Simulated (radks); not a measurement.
Results of a calculation; reference values are marked as such.
All-electron atom: Kr2+ in [Ar] 3d10 4s2 4p4 (the NIST ground configuration). Code: a radial shooting solver on a logarithmic mesh with Libxc functionals. Model: Dirac Kohn-Sham, PBEsol, spin-unpolarised, spherical densities, finite nucleus; open shells fill j = l - 1/2 first; Fermi nuclear charge, rms radius 4.1884 fm.

Spin-orbit splittings of the eigenvalues, e(l+1/2) - e(l-1/2), with zeta = 2 splitting/(2l+1) and mean radii in bohr:

| shell | occ. | splitting (eV) | zeta (eV) | <r> j=l-1/2 | <r> j=l+1/2 |
|---|---|---|---|---|---|
| 2p | 6 | 53.77 | 35.85 | 0.1574 | 0.1614 |
| 3p | 6 | 7.922 | 5.282 | 0.5335 | 0.5440 |
| 3d | 10 | 1.306 | 0.5224 | 0.5526 | 0.5565 |
| 4p | 4 | 0.8074 | 0.5383 | 1.716 | 1.747 |
